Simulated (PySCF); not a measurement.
FH5N3Nb, SMILES [NH]=[Nb]([NH2])([NH2])[F], multiplicity 1.

Coordinates come from a B3LYP-D3(BJ)/def2-SVP optimisation. The multiplicity is an assumed one; no other spin state was optimised. The structure was generated by enumeration; whether it is a known compound was not checked. The def2 effective core potentials stand for the cores of Nb; spin–orbit coupling is left out. The values are those of a single conformer.

Two levels are set side by side: TDA-PBE/def2-SVPD (PySCF) and TDA-ωB97X/def2-SVPD (PySCF). Vertical, same geometry. The lowest singlet is HOMO→LUMO 88 % with PBE and HOMO−1→LUMO 76 % with the other functional; states are paired by order. Differences are taken from unrounded values.

```csv
quantity,TDA-ωB97X
lowest singlet excitation (eV),5.32
lowest triplet excitation (TDA) (eV),4.67
```

### Question
What does TDA-PBE give, and how far is it from TDA-ωB97X? (Estimate from the structure and the level; the computed values follow.)

### Answer

```tsv
quantity	TDA-PBE	TDA-PBE minus TDA-ωB97X
lowest singlet excitation (eV)	4.67	-0.65
lowest triplet excitation (TDA) (eV)	4.29	-0.38
```

Functionals without exact exchange tend to place singlet excitations lower, as here. Differences between two approximate levels are no errors against the true value.

Rough cost on one machine, each run with all the roots and properties that it gave: TDA-ωB97X against TDA-PBE about 5 times.
